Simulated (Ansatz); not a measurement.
Reaction (isomerisation): `CC(=O)[SiH2][SiH3]` → `O[Si@H]1C[C@@H]1[SiH3]`

Program: Ansatz. Geometries: PBE0-D4/def2-TZVP. ΔE: electronic, gas phase. CBS: MP2 limit from def2 TZ/QZ plus the TZ coupled-cluster correction, frozen cores. Functionals use def2-TZVPP. One conformer a species, not always the lowest.

```json
{"level": "PBE0-D4", "ΔE (kJ/mol)": "-90.5", "difference from CCSD(T)/CBS": "12.4"}
{"level": "ωB97X-V", "ΔE (kJ/mol)": "-91.8", "difference from CCSD(T)/CBS": "11.1"}
{"level": "ωB97M-V", "ΔE (kJ/mol)": "-104.4", "difference from CCSD(T)/CBS": "-1.5"}
{"level": "B2PLYP", "ΔE (kJ/mol)": "-89.4", "difference from CCSD(T)/CBS": "13.5"}
{"level": "MP2/def2-TZVPP", "ΔE (kJ/mol)": "-120.2", "difference from CCSD(T)/CBS": "-17.3"}
{"level": "CCSD/def2-TZVPP", "ΔE (kJ/mol)": "-97.1", "difference from CCSD(T)/CBS": "5.8"}
{"level": "HF/def2-QZVPP", "ΔE (kJ/mol)": "-79.5", "difference from CCSD(T)/CBS": "23.4"}
{"level": "MP2/def2-QZVPP", "ΔE (kJ/mol)": "-125.4", "difference from CCSD(T)/CBS": "-22.5"}
{"level": "SCS-MP2/def2-QZVPP", "ΔE (kJ/mol)": "-109.8", "difference from CCSD(T)/CBS": "-6.9"}
{"level": "MP2/CBS(def2)", "ΔE (kJ/mol)": "-128.2", "difference from CCSD(T)/CBS": "-25.3"}
{"level": "CCSD(T)/CBS", "ΔE (kJ/mol)": "-102.9", "difference from CCSD(T)/CBS": "0"}
```

Largest T1 diagnostic among the species: 0.015.

In def2-TZVPP, CCSD(T) changes the Hartree–Fock value by −17.2 kJ/mol (the triples alone add +2.1 kJ/mol) and MP2 by −42.5 kJ/mol. From PBE to PBE0 (25 % exact exchange), in def2-TZVPP and without D4, ΔE moves by −18.6 kJ/mol.

CCSD(T)/CBS has its own doubt, a few kJ/mol and more with outer-core shells, so smaller differences from it don't rank the levels.
